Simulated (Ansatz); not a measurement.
`O[PH][InH2]` and `OPS` differ in one atom or group.

Ansatz, PBE0-D4/def2-TZVP geometries, multiplicity 1. Each molecule was computed in one conformer, which needn't be the lowest.

Elements past krypton have def2 core potentials.

```
                                      property  `O[PH][InH2]`
             HOMO energy (PBE/def2-TZVPP) / eV          -5.47
zero-point energy (PBE0-D4/def2-TZVP) / kJ/mol           92.2
          HOMO–LUMO gap (PBE0/def2-TZVPP) / eV           4.71
           LUMO energy (B3LYP/def2-TZVPP) / eV          -2.06
           HOMO energy (B3LYP/def2-TZVPP) / eV          -6.31
       HOMO–LUMO gap (ωB97M-V/def2-TZVPP) / eV           8.22
```

Problem. What does the change do to each property? (Estimate.)

Solution. Computed: 
| property | `OPS` | shift |
| --- | --- | --- |
| HOMO energy (PBE/def2-TZVPP) / eV | -5.99 | -0.52 |
| zero-point energy (PBE0-D4/def2-TZVP) / kJ/mol | 89.2 | -3.0 |
| HOMO–LUMO gap (PBE0/def2-TZVPP) / eV | 6.88 | 2.17 |
| LUMO energy (B3LYP/def2-TZVPP) / eV | -0.57 | 1.49 |
| HOMO energy (B3LYP/def2-TZVPP) / eV | -6.98 | -0.67 |
| HOMO–LUMO gap (ωB97M-V/def2-TZVPP) / eV | 10.80 | 2.58 |

With PBE0 the HOMO falls by 0.68 eV and the LUMO rises by 1.49 eV, so the gap widens by about 2.17 eV. PBE moves the HOMO by -0.52 eV and ωB97M-V by -0.79 eV. The zero-point energy changes by -3.0 kJ/mol with -3 modes.

B3LYP here is the variant with VWN-RPA as its local correlation; programs differ in this.
